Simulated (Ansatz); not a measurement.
`[CH3][Al]([F])[SH]` + NH₃ → `[CH3][Al]([NH2])[SH]` + H–F at 700 K and 1 bar (ligand exchange at the Al–F bond).

Calculated with Ansatz (gas phase, PBE0-D4/def2-TZVP geometries, no zero-point term in ΔE). CBS: MP2 limit from def2 TZ/QZ plus the TZ coupled-cluster correction, frozen cores. This one scheme is used for every species. Each species was taken in one conformer, which may not be the lowest.

| species | CCSD(T)/CBS energy (Eh) | H − E (kJ/mol) | S (J/(mol·K)) |
| --- | --- | --- | --- |
| `[CH3][Al]([F])[SH]` | -780.18144 | 193.1 | 445.9 |
| NH₃ | -56.50880 | 116.9 | 226.5 |
| `[CH3][Al]([NH2])[SH]` | -736.25800 | 265.5 | 478.3 |
| H–F | -100.39570 | 45.2 | 198.5 |

H − E and S are ideal-gas, rigid-rotor, harmonic terms from PBE0-D4/def2-TZVP, for one conformer and one mirror image of each species. 1 Eh = 2625.50 kJ/mol, R = 8.31446 J/(mol·K).

Question: By hand: ΔE, ΔH, ΔS and ΔG.

Answer: ΔE = (-736.25800) + (-100.39570) − (-780.18144) − (-56.50880) = 0.03654 Eh = 95.9 kJ/mol. Δ(H − E) = 265.5 + 45.2 − 193.1 − 116.9 = 0.7, so ΔH = 96.6 kJ/mol. ΔS = 478.3 + 198.5 − 445.9 − 226.5 = 4.4 J/(mol·K). ΔG = 96.6 − 700 × (4.4)/1000 = 93.5 kJ/mol.

Question: By hand: the equilibrium constant, and the temperature at which ΔG would vanish if ΔH and ΔS stayed fixed.

Answer: log₁₀ K = −ΔG/(RT ln 10) = -7.0. ΔG = 0 at ΔH/ΔS = 21955 K, far beyond where these terms or the molecules hold.

The number of gas molecules stays the same, so ΔS is small and ΔH decides. A doubt of 5 kJ/mol in ΔE shifts log₁₀ K by 0.4 here. Other conformers and mirror images would add mixing entropy, several J/(mol·K) or more a flexible species. Modes under 60 cm⁻¹, often nearly free rotors, make the harmonic entropy too high. These are equilibria of isolated gas molecules and say nothing of rates. Largest T1 diagnostic: 0.011 (customary marks: 0.02 for closed shells, 0.045 for open ones).
